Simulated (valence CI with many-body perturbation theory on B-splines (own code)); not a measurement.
Values are calculated unless marked as measured or tabulated.
# Hyperfine factors and g values of Te38+

Level of theory: configuration interaction combined with many-body perturbation theory (CI+MBPT): four valence electrons over a frozen Dirac-Fock core [Ne], radial functions for each j: 11 s, 11 p, 9 d, 7 f, 5 g, 2 h, 1 i, with the one-electron correlation potential Σ1, the two-electron term Σ2, the three-electron term Σ3, Breit, model QED; selected CI, second order for the rest (own B-spline code, finite nucleus).

The last digits are not significant, and no measured levels were compared; by estimate large intervals hold to a few tenths of a per cent, small ones and those within an open d or f shell to about a per cent.

A/g_I is the dipole constant over the nuclear g factor μ/I (μ in nuclear magnetons, uniformly magnetised nucleus), B/Q the quadrupole constant per barn. Both hold the static response of the core; the bare values leave it out. Large factors of s and p1/2 electrons are usually good to 5 to 10 %; those of open d and f shells near neutrality can be off by tens of per cent, and small factors of p3/2, d and f electrons come from cancelling terms and can be off by a factor of two or in sign, in half-filled shells by more. B is blank for J = 1/2, where it vanishes, and for nearly pure S terms. Energies count from the lowest level. Levels with J = 0 are left out.

Levels are named by their leading jj configuration (3d3/2^4 stands for four electrons in 3d with j = 3/2), which in mixed levels can hold well under half, so a name can repeat and another be missing. Letters in brackets count levels of one name in rising energy.

```
                         Level  E (× 10³ cm⁻¹)      g  A/g_I (MHz)  A/g_I bare  B/Q (MHz/b)  B/Q bare
        (3s^2 3p1/2 3p3/2) J=1          492.53  1.496       -19800      -17600        58800     57700
        (3s^2 3p1/2 3p3/2) J=2          541.51  1.195       143000      141000        91000     89400
            (3s^2 3p3/2^2) J=2          1069.5  1.294        65300       64900        26500     26000
        (3s 3p1/2^2 3p3/2) J=2          1266.2  1.641       336000      329000        87800     86200
        (3s 3p1/2^2 3p3/2) J=1          1419.2  0.948      -192000     -185000        82300     80800
        (3s^2 3p1/2 3d3/2) J=2          1619.0  0.779       116000      114000        14600     15400
    (3s 3p1/2 3p3/2^2) J=2 [a]          1690.8  1.489       183000      180000        33400     33000
        (3s 3p1/2 3p3/2^2) J=3          1764.3  1.254       199000      195000       -22900    -21800
        (3s^2 3p1/2 3d3/2) J=1          1820.6  0.938       -81900      -77600         5660      6030
        (3s^2 3p1/2 3d5/2) J=2          1891.4  1.187        -2540        -948        35500     35700
        (3s^2 3p1/2 3d5/2) J=3          1898.4  1.175       170000      167000        51200     51100
    (3s 3p1/2 3p3/2^2) J=1 [a]          1966.6  1.229       336000      327000       -90400    -88700
    (3s 3p1/2 3p3/2^2) J=2 [b]          2004.4  1.167        75400       75000        -5280     -5030
    (3s 3p1/2 3p3/2^2) J=1 [b]          2051.0  1.380        85300       85500        42600     41800
        (3s^2 3p3/2 3d5/2) J=2          2278.4  1.309       126000      124000       -88200    -86300
        (3s^2 3p3/2 3d5/2) J=4          2303.3  1.245        31700       32300       144000    143000
        (3s^2 3p3/2 3d3/2) J=2          2312.2  1.071        24000       25100       -15200    -14900
        (3s^2 3p3/2 3d3/2) J=1          2314.0  1.152        65600       65600       -49700    -49200
        (3s^2 3p3/2 3d3/2) J=3          2317.1  1.161        58400       58700        81400     80700
        (3s 3p1/2^2 3d3/2) J=1          2409.3  0.343      -246000     -238000         7890      8310
        (3s 3p1/2^2 3d3/2) J=2          2437.0  1.189       264000      259000        18500     19100
        (3s^2 3p3/2 3d5/2) J=3          2501.2  1.137        39100       39300        39300     39800
        (3s^2 3p3/2 3d5/2) J=1          2515.5  1.192       -57500      -54000         5070      5280
              (3s 3p3/2^3) J=2          2560.2  1.312       250000      245000       -98900    -97100
        (3s 3p1/2^2 3d5/2) J=3          2585.3  1.377       195000      191000        22100     23200
        (3s 3p1/2^2 3d5/2) J=2          2629.9  1.142       -73300      -69100       -21900    -20600
              (3s 3p3/2^3) J=1          2687.4  1.123      -165000     -158000       -20300    -19800
(3s 3p1/2 3p3/2 3d3/2) J=2 [a]          2792.6  1.030        29700       30400        25800     25800
(3s 3p1/2 3p3/2 3d3/2) J=1 [a]          2834.0  1.230       165000      163000       -56600    -56000
(3s 3p1/2 3p3/2 3d3/2) J=3 [a]          2855.7  1.192       191000      188000        -6480     -6020
(3s 3p1/2 3p3/2 3d3/2) J=2 [b]          2862.9  1.210       126000      125000       -28200    -27700
    (3s 3p1/2 3p3/2 3d3/2) J=4          2916.1  1.264       195000      192000        43600     43700
(3s 3p1/2 3p3/2 3d5/2) J=4 [a]          2945.2  1.379       158000      156000       135000    133000
(3s 3p1/2 3p3/2 3d3/2) J=2 [c]          3001.4  0.928        64400       63900       -31300    -30300
```

Problem. Take the isotope of mass number 125, with I = 1/2, μ = -0.887 μN. What is the hyperfine structure of (3s 3p1/2^2 3p3/2) J=2?

Solution. From the table A = -596000 MHz. Shifts from the centre of gravity in MHz: F = 3/2: 894000, F = 5/2: -596000.
